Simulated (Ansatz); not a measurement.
Correlation energies of `O=[Se]=O` by basis set

```csv
atom,x (Å),y (Å),z (Å)
O1,-0.911,1.024,0.006
Se2,0.500,0.280,-0.100
O3,0.411,-1.305,0.093
```

The species carries charge 0 and has multiplicity 1. Correlated methods include outer-core shells of Se, which these sets cover unevenly. Scalar relativity is left out up to krypton. The geometry is a stationary point of PBE0-D4/def2-TZVP. Frozen core, restricted reference, Ansatz 0.2.0.

```json
{"basis": "def2-SVP", "HF (Eh)": "-2549.01534", "MP2 corr.": "-0.64671", "CCSD corr.": "-0.62589", "(T)": "-0.02762", "CCSD(T) total": "-2549.66885"}
{"basis": "def2-TZVPP", "HF (Eh)": "-2549.53006", "MP2 corr.": "-0.77571", "CCSD corr.": "-0.75079", "(T)": "-0.04062", "CCSD(T) total": "-2550.32147"}
{"basis": "def2-QZVPP", "HF (Eh)": "-2549.58758", "MP2 corr.": "-1.11415", "CCSD corr.": "-1.06309", "(T)": "-0.04815", "CCSD(T) total": "-2550.69882"}
```
